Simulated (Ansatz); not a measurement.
Consider the substitution at a C–Si bond: `C[SiH](Cl)N=C=O` + `OCO` → `COCO` + `O=C=N[SiH2]Cl`.

Isolated molecules relaxed with PBE0-D4/def2-TZVP in Ansatz; ΔE leaves out vibrations. CBS: MP2 limit from def2 TZ/QZ plus the TZ coupled-cluster correction, frozen cores. This one scheme is used for every species. DFT in def2-TZVPP. B3LYP here is the variant with VWN-RPA as its local correlation; programs differ in this. Each species was taken in one conformer, which may not be the lowest.

| level | ΔE (kcal/mol) | difference from CCSD(T)/CBS |
| --- | --- | --- |
| PBE-D4 | 23.6 | -0.5 |
| PBE0-D4 | 24.1 | 0.0 |
| B3LYP-D4 | 22.6 | -1.5 |
| r2SCAN | 23.9 | -0.2 |
| B3LYP | 21.9 | -2.2 |
| HF/def2-TZVPP | 20.5 | -3.6 |
| CCSD/def2-TZVPP | 23.0 | -1.1 |
| MP2/def2-QZVPP | 25.2 | 1.1 |
| HF/CBS(def2) | 20.4 | -3.7 |
| CCSD/CBS(def2) | 23.9 | -0.2 |
| CCSD(T)/CBS | 24.1 | 0 |

Largest T1 diagnostic among the species: 0.014.

In def2-TZVPP, CCSD(T) changes the Hartree–Fock value by +2.7 kcal/mol (the triples alone add +0.2 kcal/mol) and MP2 by +4.3 kcal/mol.
